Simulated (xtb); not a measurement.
xtb input (GFN2-xTB):

```bash
xtb mol.xyz --gfn 2 --sp --chrg -1 --uhf 0
```
mol.xyz:
```
4

Ge     0.00094833    -0.00118881     0.07714831
H     -1.34644060    -0.20077094    -0.80977806
H      0.84269039    -1.03780013    -0.84958551
H      0.47340378     1.27661299    -0.80938241
```

End of the output:

```
         :::::::::::::::::::::::::::::::::::::::::::::::::::::
         ::                     SUMMARY                     ::
         :::::::::::::::::::::::::::::::::::::::::::::::::::::
         :: total energy              -3.617107328362 Eh    ::
         :: gradient norm              0.034300249988 Eh/a0 ::
         :: HOMO-LUMO gap              5.901016280280 eV    ::
         ::.................................................::
         :: SCC energy                -3.623636327836 Eh    ::
         :: -> isotropic ES            0.137412743405 Eh    ::
         :: -> anisotropic ES         -0.000898963204 Eh    ::
         :: -> anisotropic XC          0.001037199280 Eh    ::
         :: -> dispersion             -0.003719475840 Eh    ::
         :: repulsion energy           0.006528999474 Eh    ::
         :: add. restraining           0.000000000000 Eh    ::
         :: total charge              -1.000000000000 e     ::
         :::::::::::::::::::::::::::::::::::::::::::::::::::::

           -------------------------------------------------
          |                Property Printout                |
           -------------------------------------------------

    * Orbital Energies and Occupations

         #    Occupation            Energy/Eh            Energy/eV
      -------------------------------------------------------------
         1        2.0000           -0.2935294              -7.9873
         2        2.0000           -0.1631560              -4.4397
         3        2.0000           -0.1631560              -4.4397
         4        2.0000           -0.0981500              -2.6708 (HOMO)
         5                          0.1187084               3.2302 (LUMO)
         6                          0.1187084               3.2302
         7                          0.2958950               8.0517
         8                          0.3003824               8.1738
         9                          0.3003824               8.1738
        10                          0.4087177              11.1218
        11                          1.0747649              29.2458
        12                          1.0747649              29.2458
      -------------------------------------------------------------
                  HL-Gap            0.2168584 Eh            5.9010 eV
             Fermi-level            0.0102792 Eh            0.2797 eV

     #   Z          covCN         q      C6AA      α(0)
     1  32 Ge       2.644     0.017   222.234    29.102
     2   1 H        0.881    -0.339    30.768     8.683
     3   1 H        0.881    -0.339    30.768     8.683
     4   1 H        0.881    -0.339    30.768     8.683

 Mol. C6AA /au·bohr⁶  :        986.116449
 Mol. C8AA /au·bohr⁸  :      40064.645770
 Mol. α(0) /au        :         55.151112
Note: The following floating-point exceptions are signalling: IEEE_DENORMAL
normal termination of xtb

Wiberg/Mayer (AO) data.
largest (>0.10) Wiberg bond orders for each atom

 ---------------------------------------------------------------------------
     #   Z sym  total        # sym  WBO       # sym  WBO       # sym  WBO
 ---------------------------------------------------------------------------
     1  32 Ge   2.626 --     3 H    0.875     4 H    0.875     2 H    0.875
     2   1 H    0.885 --     1 Ge   0.875
     3   1 H    0.885 --     1 Ge   0.875
     4   1 H    0.885 --     1 Ge   0.875
 ---------------------------------------------------------------------------

Topologies differ in total number of bonds
Writing topology from bond orders to xtbtopo.mol

molecular dipole:
                 x           y           z       tot (Debye)
 q only:        0.019      -0.024       1.584
   full:        0.011      -0.014       0.931       2.367
molecular quadrupole (traceless):
                xx          xy          yy          xz          yz          zz
 q only:       -0.433      -0.000      -0.433       0.016      -0.020       0.865
  q+dip:       -0.285      -0.000      -0.285       0.011      -0.013       0.570
   full:        0.319       0.000       0.318      -0.012       0.015      -0.637

           -------------------------------------------------
          | TOTAL ENERGY               -3.617107328362 Eh   |
          | GRADIENT NORM               0.034300249988 Eh/α |
          | HOMO-LUMO GAP               5.901016280280 eV   |
           -------------------------------------------------

------------------------------------------------------------------------
------------------------------------------------------------------------
 total:
 SCF:
```
